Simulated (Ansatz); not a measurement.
Molecule: CH$_{6}$FSi$_{2}$ (charge 0, doublet). It need not be the lowest isomer of its formula. 
Coordinates optimised at B3LYP-D3(BJ)/def2-TZVP (Ansatz, a first-principles code):
```
C
H 1 1.0950
H 1 1.0966 2 107.12
Si 1 1.8710 2 107.47 3 -115.51
F 4 1.6157 1 108.19 2 176.79
H 4 1.4922 5 106.35 1 120.42
Si 1 1.8820 2 108.71 3 117.77
H 7 1.4798 1 110.36 2 -177.28
H 7 1.4819 8 108.97 1 120.56
H 7 1.4823 8 108.87 9 118.44
```
Charge 0, spin multiplicity 2.

Basis-set convergence of Hartree-Fock and MP2 correlation energies (hartree) with Ansatz. Cores are frozen in the correlated levels unless marked. Open shells are spin-unrestricted. No spin-orbit coupling. Non-relativistic.

| basis | functions | E(HF) | E(corr, MP2) |
|---|---|---|---|
| cc-pV(D+d)Z | 104 | -718.70227 | -0.51412 |
| cc-pV(T+d)Z | 222 | -718.78296 | -0.65554 |
| cc-pV(Q+d)Z | 418 | -718.80275 | -0.70764 |

Extrapolating the two largest sets (X = 3 and 4) as X^-3: E(corr) = (64·(-0.70764) - 27·(-0.65554))/37 = -0.7457 Eh, an estimate of the basis-set limit. The largest set recovers 94.9 % of it, the smallest 68.9 %.
